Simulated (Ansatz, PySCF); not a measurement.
Gas-phase reaction (SMILES): [AlH2][Br] + Cl (HCl) → [AlH2][Cl] + Br (HBr); hydrogen chloride cleaves one Al-Br bond, a model of a ligand-exchange step.

Geometries: B3LYP-D3(BJ)/def2-TZVP minima from Ansatz (a program for electronic structure). Valence correlation only, unless marked. Spin-orbit coupling is left out. The frozen core is the preceding noble-gas configuration, with the filled d and f shells of earlier blocks. Non-relativistic. CBS marks a two-point X^-3 extrapolation of the correlation energy; Hartree-Fock from the larger set. Thermal terms are rigid-rotor harmonic-oscillator values from B3LYP-D3(BJ) frequencies (Ansatz or PySCF) at 298.15 K and 1 atm. 1 Eh = 627.5095 kcal/mol.

```tsv
species	E, CCSD(T)/CBS(def2-TZVPPD,def2-QZVPPD) (Ansatz) (Eh)	E, PBE/def2-TZVPD (Ansatz) (Eh)	H - E (Eh)	G - E (Eh)
[AlH2][Br]	-2815.94392	-2817.30952	0.01873	-0.01136
Cl (HCl)	-460.37886	-460.62833	0.01000	-0.01120
[AlH2][Cl]	-703.04009	-703.56889	0.01898	-0.00978
Br (HBr)	-2573.28305	-2574.36895	0.00927	-0.01328
```

### Question
Work out ΔE and ΔH, ΔG, ΔS and the equilibrium constant at 298.15 K at the first level, then ΔH at the second.

### Answer

1. ΔE = [(-703.04009) + (-2573.28305)] - [(-2815.94392) + (-460.37886)] = -0.00036 Eh = -0.2 kcal/mol at CCSD(T)/CBS(def2-TZVPPD,def2-QZVPPD).
2. The terms H - E add up to -0.00048 Eh, so ΔH = (-0.00036 + (-0.00048))×627.5095 = -0.5 kcal/mol.
3. The terms G - E add up to -0.00050 Eh, so ΔG = -0.5 kcal/mol, and ΔS = (-0.00048 - (-0.00050))×627509.5/298.15 = 0.0 cal/(mol K).
4. log10 K = -ΔG/(RT ln 10) = 0.4, with RT ln 10 = 1.3642 kcal/mol.
5. At PBE/def2-TZVPD the same steps give ΔE = 0.0 and ΔH = -0.3 kcal/mol, a shift of +0.2 from the first level.
6. With ΔG under 1 kcal/mol in size, these levels don't settle on which side the equilibrium lies.
7. These values are not checked against measurement here, since the tables used lack a sound gas-phase enthalpy of formation for at least one species.
